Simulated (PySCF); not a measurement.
Input and output

[Dy(H2O)7]3+ (singlet in the valence; each metal's 4f electrons, 9 of them, lie in its core potential, out of spins and levels). PySCF 2.14.0, RKS BP86, Dy lcecp-1-SVP with ECP55, O def2-SVP, H def2-SVP; non-relativistic Hamiltonian with scalar-relativistic core potentials where named; density fitting; no spin-orbit coupling. Purpose: finer grid at the relaxed geometry.

```python
mol = gto.M(atom='''
Dy     0.00002    -0.00000     0.00000
O     -0.00267     0.00000     2.38345
H      0.76974     0.00000     2.99866
H     -0.77682     0.00000     2.99650
O     -0.00267    -0.00000    -2.38345
H      0.76974    -0.00000    -2.99866
H     -0.77682    -0.00000    -2.99650
O      2.44824     0.00000    -0.00000
H      3.06150     0.00000     0.76982
H      3.06150    -0.00000    -0.76982
O      0.75110     2.31311    -0.00000
H      0.91873     2.89649     0.77461
H      0.91873     2.89649    -0.77461
O     -1.97470     1.43683    -0.00000
H     -2.44491     1.82665     0.77176
H     -2.44491     1.82665    -0.77176
O     -1.97470    -1.43683     0.00000
H     -2.44491    -1.82665     0.77176
H     -2.44491    -1.82665    -0.77176
O      0.75110    -2.31311     0.00000
H      0.91873    -2.89649     0.77461
H      0.91873    -2.89649    -0.77461''',
    basis={'Dy': 'lcecp-1-SVP', 'O': 'def2-SVP', 'H': 'def2-SVP'},
    ecp={'Dy': 'lcecp-1-SVP'},
    charge=3, spin=0)
mf = dft.RKS(mol, xc='B88,P86')
mf.grids.atom_grid = (75, 302)  # f atoms: unpruned, at least (60, 302)
mf = mf.density_fit()  # fitting sets: Dy AutoAux, O def2-universal-JKFIT, H def2-universal-JKFIT
mf.conv_tol = 1e-09; mf.max_cycle = 55
mf.kernel(dm0)  # dm0: converged density of the relaxed state
mf.nuc_grad_method().kernel()
```

Run from Python with OMP_NUM_THREADS=4; the lines above give its settings. Where DIIS fails, smearing, a level shift and second-order steps follow.
It took 59 s on 4 threads of Intel(R) Xeon(R) Processor @ 2.50GHz (Skylake/Cascade Lake), with other jobs on the host, with gradient, populations and further properties, from an already converged density.

Where do the frontier levels lie, over both spins?

HOMO -18.93 eV, LUMO -13.87 eV. The 4f levels lie in the core potential and are missing.

What are the Mulliken charges and spins?


| atom | charge (e) | spin (e) |
| --- | --- | --- |
| Dy1 | 0.937 | 0.000 |
| O2 | -0.280 | 0.000 |
| H3 | 0.291 | 0.000 |
| H4 | 0.291 | 0.000 |
| O5 | -0.280 | 0.000 |
| H6 | 0.291 | 0.000 |
| H7 | 0.291 | 0.000 |
| O8 | -0.266 | 0.000 |
| H9 | 0.276 | 0.000 |
| H10 | 0.276 | 0.000 |
| O11 | -0.264 | 0.000 |
| H12 | 0.279 | 0.000 |
| H13 | 0.279 | 0.000 |
| O14 | -0.265 | 0.000 |
| H15 | 0.277 | 0.000 |
| H16 | 0.277 | 0.000 |
| O17 | -0.265 | 0.000 |
| H18 | 0.277 | 0.000 |
| H19 | 0.277 | 0.000 |
| O20 | -0.264 | 0.000 |
| H21 | 0.279 | 0.000 |
| H22 | 0.279 | 0.000 |
The spin of the 4f electrons in the core isn't counted.

What forces act on the atoms (eV/Å)?


```
Dy  0.00 0.00 0.00
O   0.00 0.00 0.00
H   0.00 0.00 0.00
H   0.00 0.00 0.00
O   0.00 0.00 0.00
H   0.00 0.00 0.00
H   0.00 0.00 0.00
O   0.01 0.00 0.00
H   0.00 0.00 0.00
H   0.00 0.00 0.00
O   0.00 0.00 0.00
H   0.00 0.00 0.00
H   0.00 0.00 0.00
O   0.00 0.00 0.00
H   0.00 0.00 0.00
H   0.00 0.00 0.00
O   0.00 0.00 0.00
H   0.00 0.00 0.00
H   0.00 0.00 0.00
O   0.00 0.00 0.00
H   0.00 0.00 0.00
H   0.00 0.00 0.00
```
Forces carry noise of the integration grid, about 0.01 to 0.03 eV/Å.

An lcecp potential fixes the number of 4f electrons, so in runs with it no electron can move into or out of that shell.
